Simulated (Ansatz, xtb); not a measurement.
## Two structures of H2NOPSi

We compare a, a singlet given by its coordinates, with b, `[NH+]1=[SiH]O[P-]1`, a singlet. Both are isolated molecules in the gas phase, relaxed with PBE0-D3(BJ)/def2-SVP.

a (Å):

```xyz
6

N    -2.6216   -0.2073    0.6318
O    -1.9815   -1.0552    2.8202
P    -3.3654   -0.7040    1.9426
Si   -1.0752   -0.5290    1.4285
H    -0.2379    0.6603    1.7304
H    -0.2606   -1.6284    0.8502
```

Close contacts (Å): N1–P3 1.59, N1–Si4 1.77, O2–P3 1.68, O2–Si4 1.74, P3–Si4 2.35, Si4–H5 1.49, Si4–H6 1.49.

b (Å):

| atom | x (Å) | y (Å) | z (Å) |
| --- | --- | --- | --- |
| N | -1.1424 | -0.6925 | 0.7957 |
| O | -2.9794 | -0.1172 | 2.0492 |
| P | -2.4625 | 0.2403 | 0.5910 |
| Si | -1.7325 | -1.4246 | 2.4476 |
| H | -0.8641 | -0.5435 | 3.3407 |
| H | -0.4281 | -0.9145 | 0.1069 |

Problem. Estimate which is lower in electronic energy at CCSD(T)/def2-TZVP, and by roughly how much.

Solution. The CCSD(T)/def2-TZVP calculation puts structure a lower, by 0.820 eV.

The same difference at several levels:

| level | geometry | E(b) − E(a) (eV) | departure from the last row (eV) | job, with rough time for the two |
| --- | --- | --- | --- | --- |
| GFN2-xTB | GFN2-xTB | +0.603 | −0.218 | optimisation, 1.1 s |
| HF/STO-3G | GFN2-xTB | −0.056 | −0.877 | single point, 1.3 s |
| r2SCAN-D4/def2-SVP | GFN2-xTB | +0.298 | −0.523 | single point, 7.8 s |
| PBE0-D3(BJ)/def2-SVP | PBE0-D3(BJ)/def2-SVP | +0.381 | −0.440 | optimisation, 96 s |
| HF/def2-TZVP | PBE0-D3(BJ)/def2-SVP | +1.046 | +0.225 | part of the CCSD(T) run |
| MP2/def2-TZVP | PBE0-D3(BJ)/def2-SVP | +0.969 | +0.148 | part of the CCSD(T) run |
| CCSD(T)/def2-TZVP | PBE0-D3(BJ)/def2-SVP | +0.820 |  | single point, 2.5 min |

HF/STO-3G puts the two in the other order. The largest departure from CCSD(T)/def2-TZVP is that of HF/STO-3G, 0.877 eV.

With harmonic frequencies from PBE0-D3(BJ)/def2-SVP (ideal gas, rigid rotor, one conformer each, 298.15 K, 1 atm): the zero-point term adds +0.049 eV; ΔH is +0.874 and ΔG +0.866 eV.

The T1 diagnostic of structure b is large, so the coupled-cluster value is less sure. The correlated steps freeze 12 core orbitals. Mirror images aren't counted in ΔG. Run with Ansatz 0.2.0, xtb 6.7.1; the last row on 1 thread of AMD EPYC (Zen 3) on a shared host.
